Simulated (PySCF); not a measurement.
Match the calculated data to a structure.

All candidates are C7H12ClNSi.

* 1H NMR: chemical shifts (computed TMS as zero) by class: 8.75 (1 H), 8.68 (1 H), 2.07 (3 H), 1.65 (1 H), 1.42 (1 H), 1.34 (1 H), 0.93 (1 H), 0.93 (3 H) ppm [GIAO PBE0/pcSseg-1]
* NMR, other nuclei: isotropic shieldings of nuclei other than C and H, by class: -156 (1 N), 370 (1 Si), 910 (1 Cl) ppm [GIAO PBE0/pcSseg-1]
* 13C NMR: chemical shifts (computed TMS as zero) by class: 172.8 (1 C), 114.1 (1 C), 85.4 (1 C), 25.7 (1 C), 21.0 (1 C), 18.7 (1 C), 5.7 (1 C) ppm [GIAO PBE0/pcSseg-1]
* Dipole: 3.84 D [PBE0/pcSseg-1]
* Rotational structure: rotational constants A, B, C: 0.861, 0.758, 0.566 GHz [GFN2-xTB]

The electronic properties come from PySCF, for the isolated species, density fitting. Levels stand in brackets. Isolated species at its GFN2-xTB geometry (one conformer only). NMR values are class means; diastereotopic atoms form classes of their own.

**Question.** Which candidate is it?
A. `N#CC[Si@H](Cl)CC1CCC1`
B. `C=CC[Si@@H](Cl)/N=C\C1CC1`
C. `C=N[Si@@](Cl)(C#CC)CCC`

**Answer.** C. It is `C=N[Si@@](Cl)(C#CC)CCC`. Numbering: `[CH2:1]=[N:2][Si@@:3]([Cl:4])([C:5]#[C:6][CH3:7])[CH2:8][CH2:9][CH3:10]`. Its formula, C7H12ClNSi, gives 3 degrees of unsaturation: 0 rings and 3 π bonds in the structure found. 7 carbons fall into 7 classes; from least to most shielded: C=N carbon [C1] (172.8 ppm), alkyne carbon [C6] (114.1 ppm), alkyne carbon [C5] (85.4 ppm), sp3 carbon bound to silicon [C8] (25.7 ppm), chain CH2 carbon [C9] (21.0 ppm), methyl carbon [C10] (18.7 ppm), propargylic carbon [C7] (5.7 ppm). Hydrogen classes from least to most shielded: 1 H on a C=N carbon, C1 (8.75 ppm), 1 H on a C=N carbon, C1 (8.68 ppm), 3 H on a propargylic carbon, C7 (2.07 ppm), 1 H on a chain CH2 carbon, C9 (1.65 ppm), 1 H on an sp3 carbon bound to silicon, C8 (1.42 ppm), 1 H on a chain CH2 carbon, C9 (1.34 ppm), 1 H on an sp3 carbon bound to silicon, C8 (0.93 ppm), 3 H on a methyl carbon, C10 (0.93 ppm). The other shieldings belong to: -156 ppm, C=N nitrogen [N2]; 370 ppm, chlorine-bound silicon [Si3]; 910 ppm, silicon-bound chlorine [Cl4]. The optimised geometry has point group C1 and is an asymmetric top.

The others, at the same levels:
- `N#CC[Si@H](Cl)CC1CCC1` fails: its computed 13C shifts are 120.2 (1 C), 31.9 (1 C), 30.9 (1 C), 29.1 (1 C), 28.8 (1 C), 16.4 (1 C), 5.4 (1 C) ppm, 1H shifts are 5.22 (1 H), 2.59 (1 H), 2.38 (1 H), 2.20 (1 H), 2.02 (1 H), 1.91 (1 H), 1.91 (1 H), 1.79 (1 H), 1.74 (1 H), 1.61 (1 H), 1.30 (1 H), 1.20 (1 H) ppm and rotational constant A is 1.170 GHz (against 0.861 GHz).
- `C=CC[Si@@H](Cl)/N=C\C1CC1` fails: its computed 13C shifts are 186.1 (1 C), 140.6 (1 C), 121.2 (1 C), 32.0 (1 C), 25.3 (1 C), 9.1 (1 C), 9.0 (1 C) ppm, 1H shifts are 7.69 (1 H), 5.90 (1 H), 5.79 (1 H), 5.34 (1 H), 5.21 (1 H), 2.18 (1 H), 1.83 (1 H), 1.35 (1 H), 0.95 (1 H), 0.91 (1 H), 0.84 (1 H), 0.79 (1 H) ppm and rotational constant A is 1.084 GHz (against 0.861 GHz).

Each candidate is one conformer, not necessarily the lowest. The conformers computed, where there is a choice (atom-mapped SMILES and torsion angles):
- `[CH2:1]=[N:2][Si@@:3]([Cl:4])([C:5]#[C:6][CH3:7])[CH2:8][CH2:9][CH3:10]`: C1–N2–Si3–Cl4 -125°, N2–Si3–C8–C9 -47°, Si3–C8–C9–C10 -62°
- `[N:1]#[C:2][CH2:3][Si@H:4]([Cl:5])[CH2:6][CH:7]1[CH2:8][CH2:9][CH2:10]1`: C2–C3–Si4–Cl5 180°, C3–Si4–C6–C7 176°, Si4–C6–C7–C8 69°
- `[CH2:1]=[CH:2][CH2:3][Si@@H:4]([Cl:5])/[N:6]=[CH:7]\[CH:8]1[CH2:9][CH2:10]1`: C1–C2–C3–Si4 -106°, C2–C3–Si4–Cl5 -177°, C3–Si4–N6–C7 103°, N6–C7–C8–C9 147°
